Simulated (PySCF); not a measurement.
Computed vibrations of ReOF3

ReOF3 (singlet). PySCF 2.14.0, RKS BP86, Re def2-SVP with ECP60, O def2-SVP, F def2-SVP; non-relativistic Hamiltonian with scalar-relativistic core potentials where named; density fitting; no spin-orbit coupling. Central differences of gradients.

```xyz
5

Re    0.0567    0.0000    0.0000
O     1.7597    0.0000    0.0000
F    -0.1009    1.8328    0.0000
F    -1.8380    0.0000    0.0000
F    -0.1009   -1.8328    0.0000
```

Run from Python with OMP_NUM_THREADS=2. Where DIIS fails, smearing, a level shift and second-order steps follow.
It took 47 s on 2 threads of Intel(R) Xeon(R) Platinum 8375C CPU @ 2.90GHz (Ice Lake), with other jobs on the host.

What are the harmonic wavenumbers and infrared intensities?

Modes are labelled in C2v; negative numbers are unstable modes, those under 60 cm⁻¹ near the noise; a finer grid moves soft modes by up to 10 cm⁻¹.
| cm⁻¹ | km/mol | symmetry |
| --- | --- | --- |
| -121 | – | b1 |
| 109 | 6.5 | b1 |
| 186 | 19.9 | b2 |
| 255 | 6.6 | a1 |
| 350 | 0.5 | b2 |
| 651 | 66.1 | a1 |
| 711 | 27.8 | a1 |
| 726 | 149.1 | b2 |
| 1014 | 94.9 | a1 |

Is this a minimum?

No: 1 unstable; the lowest moves the atoms so:
```
Re   0.00  0.00 -0.01
O    0.00  0.00  0.59
F    0.00  0.00 -0.44
F    0.00  0.00  0.52
F    0.00  0.00 -0.44
```
